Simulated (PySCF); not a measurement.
## Dipole response of Ag²⁺ (silver, charge +2)

[Kr] 4d9, 2D determinant. All numbers are calculated (PySCF 2.14, the spin-free X2C one-electron Hamiltonian (Gaussian nucleus), in x2c-QZVPPall with one added diffuse shell each of s, p, d, f, g type (14s9p8d5f3g, 143 functions)). Coupled (time-dependent) response in atomic units; α is the mean over directions.

```csv
method,mean α (bohr³),"α xx, yy, zz",C₆ (like pair),S(−4)
PBE0,5.959,"5.832, 5.832, 6.213",30.88,7.780
```

S(−4) is the Cauchy moment in α(ω) = α(0) + S(−4) ω² + …

Spin-orbit coupling is absent.

α(iu) at PBE0:

```tsv
u (hartree)	α(iu) (bohr³)
0	5.959
0.0500	5.940
0.100	5.883
0.200	5.674
0.300	5.378
0.500	4.696
0.750	3.909
1.00	3.268
1.50	2.350
2.00	1.750
3.00	1.058
5.00	0.4962
```

A single London oscillator, α(iu) = α/(1 + u²/ω²), gives C₆ = (3/4) ω α². Matching the computed C₆ needs ω = 4 × 30.88 / (3 × 5.959²) = 1.16 hartree.

For an ion, C₆ is the dispersion term alone; charge-induced terms of lower order in 1/R come first.

The components differ because the open shell of this determinant is not spherical; for a pure term their mean is the scalar polarisability.
